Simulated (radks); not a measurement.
Results of a calculation; reference values are marked as such.
Neutral rhodium inside a hard spherical wall (all orbitals vanish at R), configuration held at [Kr] 4d8 5s1 and not refilled when levels cross. Level of theory: scalar-relativistic Kohn-Sham, r2SCAN, spin-polarised, spherical densities, finite nucleus; open shells are filled with parallel spins first (spin-orbit coupling, left out, can overturn this in heavy ions); meta-GGA in the generalised Kohn-Sham scheme; Fermi nuclear charge, rms radius 4.4945 fm (a radial shooting solver on a logarithmic mesh with Libxc functionals). Eigenvalues in eV for spin up, with the zero of energy where the potential of the charges vanishes at infinity; a dash marks a level that is unbound or too diffuse for the functional's potential to be trusted. A positive occupied level is held by the wall or, in an anion where self-interaction has pushed it up, behind a barrier. The pressure on the wall is -dE/dV.

\begin{tabular}{lrrrrrrrrr}
R (bohr) & E (hartree) & kinetic (hartree) & e(4s) & e(4p) & e(4d) & e(5s) & e(5p, empty) & e(6s, empty) & pressure (GPa) \\ \hline
free & -4784.73656 & 4955.389 & -85.429 & -52.614 & -6.811 & -5.007 & -0.807 & - & 0 \\
20 & -4784.73656 & 4955.389 & -85.429 & -52.614 & -6.811 & -5.007 & -0.806 & - & < 0.0001 \\
15 & -4784.73656 & 4955.389 & -85.429 & -52.614 & -6.811 & -5.007 & -0.802 & 1.288 & < 0.0001 \\
10 & -4784.73636 & 4955.391 & -85.411 & -52.596 & -6.793 & -4.993 & -0.695 & 3.223 & 0.00589 \\
7 & -4784.72906 & 4955.444 & -85.096 & -52.282 & -6.508 & -4.683 & 0.168 & 8.778 & 0.430 \\
3.5 & -4784.03569 & 4958.458 & -76.743 & -44.250 & 1.143 & 8.730 & 19.468 & 73.186 & 206 \\
2 & -4773.10974 & 4998.819 & -37.127 & -3.903 & 48.725 & 124.26 & 151.31 & 374.19 & 16000 \\
1.5 & -4741.98413 & 5097.481 & 30.095 & 69.857 & 135.07 & 346.31 & 382.93 & 832.12 & 127000 \\
\end{tabular}
